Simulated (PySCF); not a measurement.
N (nitrogen, neutral) across methods

[He] 2s2 2p3, high-spin 4S determinant. Computed with PySCF 2.14 in dyall-acv3z (15s9p4d2f, 76 functions), with no relativity, point nucleus.

| method | E (hartree) | mean ε 2s α (eV) | mean ε 2s β (eV) | mean ε 2p α (eV) | Σ⟨r²⟩ (bohr²) | ⟨S²⟩ |
| --- | --- | --- | --- | --- | --- | --- |
| BP86 | -54.5962 | -19.875 | -15.498 | -8.344 | 12.53 | 3.753 |
| PBE0 | -54.5465 | -22.916 | -16.811 | -10.216 | 12.37 | 3.753 |
| PBE | -54.5356 | -19.852 | -15.281 | -8.304 | 12.58 | 3.753 |
| LDA | -54.1367 | -19.613 | -15.276 | -8.404 | 12.62 | 3.753 |
| UHF | -54.40446 | -31.646 | -19.751 | -15.536 | 12.08 | 3.758 |
| TPSS | -54.6158 | -20.520 | -15.369 | -8.471 | 12.45 | 3.754 |
| r2SCAN | -54.5838 | -21.357 | -15.185 | -8.898 | 12.31 | 3.755 |
| B97-3 | -54.5913 | -22.997 | -17.072 | -10.217 | 12.27 | 3.756 |
| revPBE | -54.5912 | -19.881 | -15.265 | -8.262 | 12.57 | 3.753 |
